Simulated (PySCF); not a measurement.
NMR data simulated for an unnamed compound:

$^{1}$H NMR (300 MHz, computed): δ 5.23 (s, 3H), 2.20 (m, 2H), 1.54 (m, 1H), 1.45 (m, 2H), 1.32 (m, 2H), 0.95 (t, 3H).

$^{13}$C{$^{1}$H} NMR (computed): δ 37.7 (CH2), 36.8 (CH2), 25.9 (CH), 15.3 (CH3).

- GFN2-xTB geometry
- shielding tensors at PBE0/pcSseg-1 (GIAO)
- run in PySCF 2.14.0 with density-fitted response routines
- no relativistic terms, averaged over atoms made equivalent by symmetry, fast rotation or ring inversion, one computed conformer, in vacuum

Chemical shifts δ = σref − σ; $^{1}$H and $^{13}$C vs TMS, all at this level.

Which of these does the molecule contain: a (CH3)2CH unit, a tert-butyl group, a CH3CH2 unit, a Si–H bond, an aldehyde?

Answers


- A (CH3)2CH unit: no.
- A tert-butyl group: no.
- A CH3CH2 unit: yes (δC 15.3, 36.8; δH 0.95 (t), 1.32 (m)).
- A Si–H bond: yes (δH 5.23 (s)).
- An aldehyde: no.

The data belong to `InChI=1S/C5H13FOSi2/c1-2-5-3-9(6,4-5)7-8/h5H,2-4H2,1,8H3/t5-,9-`; they needn't prove each group on their own.

Carbon signals by region: 4 below 50 ppm.

Splittings by $^{19}$F in the carbon and heteronuclear signals aren't shown, as no couplings were computed. Shifts are as computed. Against solution values, carbons near 30 ppm lie about +3 ppm off and those near 130 ppm about +5 ppm. Of 1309 compounds with measured shifts, 239 miss one by over three times the rms of a fit or turn the order of signals round; such compounds aren't used in these exercises. Multiplicities follow the n + 1 count of equivalent neighbours, as no J values were calculated; m marks all less simple cases, F and P coupling included.
